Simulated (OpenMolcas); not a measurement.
**Levels of Se4+ by method**

```
Program             : OpenMolcas 26.06
Basis               : ANO-RCC-VTZP [6s5p3d1f]
Scalar Hamiltonian  : DKH2, point nucleus
Active space        : 2 electrons in 4 orbitals (4s 4p)
State averaging     : 2S+1 = 3 even, 3 roots; 2S+1 = 1 even, 7 roots; 2S+1 = 3 odd, 3 roots; 2S+1 = 1 odd, 3 roots
Spin-orbit coupling : RASSI with atomic mean-field integrals over the reference wave functions, term energies averaged over their components
```

Methods on the same reference wave functions:
A. CASSCF
B. SS-CASPT2, IPEA 0.25 Eh, imaginary shift 0.1 Eh (closed shells correlated: 3d)
C. MS-CASPT2, IPEA 0.25 Eh, imaginary shift 0.1 Eh (closed shells correlated: 3d)
D. XMS-CASPT2, IPEA 0.25 Eh, imaginary shift 0.1 Eh (closed shells correlated: 3d)

Energies in cm-1 above 4s2 1S0, the measured ground level; measured values from the list in Rauch et al., Astron. Astrophys. 606, A105 (2017).

```json
{"Level": "4s2 1S0", "A": "0.0", "B": "0.0", "C": "0.0", "D": "0.0", "Measured": "0.0"}
{"Level": "4s 4p 3P* 0", "A": "86688", "B": "87120", "C": "87160", "D": "87300", "Measured": "89749"}
{"Level": "4s 4p 3P* 1", "A": "88149", "B": "88570", "C": "88610", "D": "88750", "Measured": "91350"}
{"Level": "4s 4p 3P* 2", "A": "91307", "B": "91740", "C": "91780", "D": "91920", "Measured": "94960"}
{"Level": "4s 4p 1P* 1", "A": "141314", "B": "134220", "C": "134260", "D": "133750", "Measured": "131733"}
{"Level": "4p2 3P0", "A": "210040", "B": "210280", "C": "210320", "D": "210380", "Measured": "211794"}
{"Level": "4p2 3P1", "A": "211907", "B": "212220", "C": "212270", "D": "212340", "Measured": "214091"}
{"Level": "4p2 3P2 [71 %]", "A": "214564", "B": "213870", "C": "213910", "D": "216130", "Measured": "218615"}
{"Level": "4p2 1D2 [71 %]", "A": "227820", "B": "218500", "C": "218540", "D": "209740", "Measured": "213203"}
{"Level": "4p2 1S0", "A": "256940", "B": "248910", "C": "249000", "D": "248380", "Measured": "248787"}
```

Deviations, from unrounded energies. A percentage is the sum of absolute deviations over the sum of measured energies, with the sign that they share, or ± where signs differ.

```json
{"Against measurement": "mean absolute deviation (cm-1)", "Levels": "9", "A": "5600", "B": "2700", "C": "2700", "D": "2200"}
{"Against measurement": "other configurations (%)", "Levels": "9", "A": "±3.3", "B": "±1.6", "C": "±1.6", "D": "±1.3"}
```

D lies closest to measurement on these levels and A furthest from it. The largest miss of D in the table is 4p2 1D2 [71 %], by -3500 cm-1. The ranking rests on the paired levels alone, and a cruder setting can come out closer through cancelling errors.

Among B to D the level of the table that moves most is 4p2 1D2 [71 %], by 8800 cm-1 (lowest in D, highest in C). Moves below CASPT2's spread within the term are not significant.

The lowest spin-free term lies below A's lowest term by 0.042 hartree in B, 0.042 hartree in C, 0.044 hartree in D.

CASPT2 breaks the degeneracy within a term, and the mean is taken; among the terms shown or strongly mixed into the levels shown the widest spread is 510 cm-1 (4p2 1D, D). Over all roots computed the reference weight is 0.94 to 0.99 in B, 0.94 to 0.99 in C, 0.84 to 0.99 in D; the roots of lowest weight are the least certain, and an intruder state may touch them. The ¹D term of p² mixes with s d, which this space lacks. Some levels mix across a computed gap that differs much from the measured one, so their mixing is not that of the real levels (holds for B; C). Computed and measured levels are paired by configuration, term and J; levels that our copy of the source lacks, or whose pairing is in doubt (as where it misses far off the trend of its configuration), stay unpaired and out of the deviations. Levels of configurations outside the active space are missing.

A share in square brackets marks a mixed level and gives the weight of the term that names it, the lowest over the columns. * marks odd parity.
